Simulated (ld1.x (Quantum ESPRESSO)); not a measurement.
## Co (Z = 27): one change to a PAW potential, before and after

```
Element                 : cobalt (Co)
Generator               : ld1.x (Quantum ESPRESSO) 7.5
Type                    : PAW
Functional              : PBEsol
Relativity              : scalar-relativistic
Frozen core             : [Ar]
Valence charge          : 9
Reference configuration : 3d7 4s1.5 4p0.5
Partial waves           : 4s (bound): rcut 2.30, rcutus 2.50 bohr; 4s channel at 0.05 Ry: rcut 2.30, rcutus 2.50 bohr; 4p (bound): rcut 2.60, rcutus 3.50 bohr; 4p channel at 0.3 Ry: rcut 2.60, rcutus 3.50 bohr; 3d (bound): rcut 1.40, rcutus 1.90 bohr; 3d channel at 2.4 Ry: rcut 1.40, rcutus 1.90 bohr
Local potential         : all-electron potential smoothed inside 1.90 bohr (lloc = -1)
Core correction         : a·sin(br)/r model core, default radius (ld1.x builds one for every PAW set, though the input has nlcc=.false.)
Augmentation charge     : PSQ, inside the norm-conserving radii
```

All-electron outer shells of the reference configuration (PBEsol, scalar-relativistic, ld1.x):

| shell | level (eV) | outermost node (bohr) | outermost maximum (bohr) |
| --- | --- | --- | --- |
| 3s | -103.11 | 0.31 | 0.66 |
| 3p | -66.48 | 0.28 | 0.68 |
| 3d | -9.17 | – | 0.66 |
| 4s | -6.10 | 0.96 | 2.29 |
| 4p | -1.72 | 1.05 | 3.13 |

Change: waves 3d (bound): rcut 1.40, rcutus 2.66 bohr; 3d channel at 2.4 Ry: rcut 1.40, rcutus 2.66 bohr.

Cutoffs: the cutoffs (Ry, on a coarse ladder) from which the occupation-weighted sum of valence levels, in a spherical-Bessel basis at the reference potential, stays within 10 and 1 mRy of its value at 400 Ry; they do not see the model core or the augmentation charge, which bear on the density cutoff. Errors are all-electron minus pseudo energies relative to the spin-unpolarised reference configuration.

How do hardness, ghosts and transferability respond?

The potential gets softer (30 Ry and 45 Ry → 15 Ry and 21 Ry); the number of tests that count goes from 7 to 6; of the 6 tests that both files solve, the error grows in 3 and shrinks in 0 by more than 15 % and 0.3 meV (median size 2.8 → 4.2 meV); the range in which the d phases agree narrows (upper end at the end of the scan → 3.0); neither file shows a bound ghost at the reference potential, the only one tested. A larger radius leaves more room for a smooth pseudo-wave, so fewer plane waves are needed. More of the atom is replaced by a form fitted at one configuration, so other configurations suffer.

```csv
quantity,base,changed
"cutoff, loose",30 Ry,15 Ry
"cutoff, tight",45 Ry,21 Ry
loose cutoff by channel (10 mRy a level),"s 6 Ry, p 6 Ry, d 25 Ry","s 6 Ry, p 6 Ry, d 12 Ry"
bound ghosts,none,none
"tests counted (converged, no solver errors)",7 of 7,6 of 7
"error for 3d7 4s2 4p0, meV [ΔE -2.16 eV]",-0.1,-0.3
"error for 3d7 4s1 4p0, meV [ΔE 6.89 eV]",-2.3,-3.6
"error for 3d7 4s0 4p0, meV [ΔE 23.59 eV]",-10,-24
"error for 3d7 4s0 4p2, meV [ΔE 6.86 eV]",-3.3,-4.8
"error for 3d7.5 4s1.5 4p0, meV [ΔE -3.12 eV]",-18,-17
"error for 3d7 4s1.5 4p0, meV [ΔE 1.46 eV]",-0.3,-0.3
s: phases at 3.80 bohr within 0.05 rad from the reference energy up to (Ry; the scan ends near 5),3.4,3.4
p: phases at 3.80 bohr within 0.05 rad from the reference energy up to (Ry; the scan ends near 5),1.6,1.6
d: phases at 3.80 bohr within 0.05 rad from the reference energy up to (Ry; the scan ends near 5),to the end of the scan,3.0
lowest overlap eigenvalue by channel,"s 0.36, p 0.65, d 0.90","s 0.36, p 0.65, d 0.89"
```

Changed file: Tests not counted: 3d5 4s0 4p0 (solver errors, printed error -572 eV).
